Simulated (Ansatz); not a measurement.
Two shapes of singlet Li₄F₄.

Shape 1:

```xyz
8

Li   -0.8597   -0.8957   -0.8851
F    -0.9644   -0.9045    0.9321
F    -0.9933    0.9720   -0.9514
Li   -0.8254    0.8315    0.8239
F     0.9397   -0.9953   -0.9654
Li    0.8569   -0.9044    0.8447
Li    0.8854    0.8924   -0.8397
F     0.9017    0.9352    0.9404
```

Shape 2:

```xyz
8

Li   -0.7872   -0.7872   -0.7872
F    -0.8731   -0.8731    0.8731
F    -0.8731    0.8731   -0.8731
Li   -0.7872    0.7872    0.7872
F     0.8731   -0.8731   -0.8731
Li    0.7872   -0.7872    0.7872
Li    0.7872    0.7872   -0.7872
F     0.8731    0.8731    0.8731
```

Basis set: cc-pVDZ (spherical functions). Frozen core: 4 orbitals. Charge 0, multiplicity 1.

Computed with Ansatz (development build ahead of 0.2.0); each method stands on the lowest determinant of its kind that the runs found.

Question: Which shape is lower in energy, and by how much in each method?

Answer:

```json
{"method": "RHF", "E(2) − E(1) (eV)": "1.212"}
{"method": "RHF-MP2", "E(2) − E(1) (eV)": "1.371"}
```

Shape 1 is lower. Caution: no unrestricted run beside it, a lower state can exist.
